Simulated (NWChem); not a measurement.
System meant: CH₂BNO; SMILES BN=C=O

Here is an NWChem input.

```
start job
memory heap 200 mb stack 900 mb global 1100 mb
geometry units angstroms noautoz
  B     -0.788637    -1.641358     0.628345
  H     -0.192715    -2.304074     1.443668
  H     -1.864823    -1.981816     0.198211
  N     -0.215418    -0.444010     0.168599
  C      0.273054     0.577004    -0.223576
  O      0.748575     1.570819    -0.605266
end
basis spherical
  B library def2-svp
  H library def2-svp
  N library def2-svp
  C library def2-svp
  O library def2-svp
end
dft
  odft
  mult 2
  xc xpbe96 cpbe96
  iterations 150
  mulliken
end
task dft energy
```

End of the output:

```
 Summary of "ao basis" -> "" (spherical)
 ------------------------------------------------------------------------------
       Tag                 Description            Shells   Functions and Types
 ---------------- ------------------------------  ------  ---------------------
 B                          def2-svp                 6       14   3s2p1d
 H                          def2-svp                 3        5   2s1p
 N                          def2-svp                 6       14   3s2p1d
 C                          def2-svp                 6       14   3s2p1d
 O                          def2-svp                 6       14   3s2p1d

  pbe96 is a nonlocal functional; adding pw91lda local functional.

                                 NWChem DFT Module
                                 -----------------

 Summary of "ao basis" -> "ao basis" (spherical)
 ------------------------------------------------------------------------------
       Tag                 Description            Shells   Functions and Types
 ---------------- ------------------------------  ------  ---------------------
 B                          def2-svp                 6       14   3s2p1d
 H                          def2-svp                 3        5   2s1p
 N                          def2-svp                 6       14   3s2p1d
 C                          def2-svp                 6       14   3s2p1d
 O                          def2-svp                 6       14   3s2p1d

      Symmetry analysis of basis
      --------------------------

        a1         32
        a2          5
        b1         13
        b2         16

  number of electrons :                   28
  multiplicity        :                    2
 ------------------------------------------------------------------------
  no. of electrons and multiplicity not compatible                  28
 ------------------------------------------------------------------------
 ------------------------------------------------------------------------
  current input line :
    25: task dft energy
 ------------------------------------------------------------------------
 ------------------------------------------------------------------------
 There is an error in the input file
 ------------------------------------------------------------------------
 For more information see the NWChem manual at https://nwchemgit.github.io

0: no. of electrons and multiplicity not compatible:Received an Error in Communication
```

### Question
What is wrong, and how is it mended?

### Answer
The input was rejected before any calculation. Cause: the multiplicity doesn't fit the number of electrons (an even count wants an odd multiplicity, and the reverse). This input runs:
```
start job
memory heap 200 mb stack 900 mb global 1100 mb
geometry units angstroms noautoz
  B     -0.788637    -1.641358     0.628345
  H     -0.192715    -2.304074     1.443668
  H     -1.864823    -1.981816     0.198211
  N     -0.215418    -0.444010     0.168599
  C      0.273054     0.577004    -0.223576
  O      0.748575     1.570819    -0.605266
end
basis spherical
  * library def2-svp
end
dft
  xc xpbe96 cpbe96
  iterations 150
  mulliken
end
task dft energy
```
It converges to -193.78394 Ha (PBE/def2-SVP).
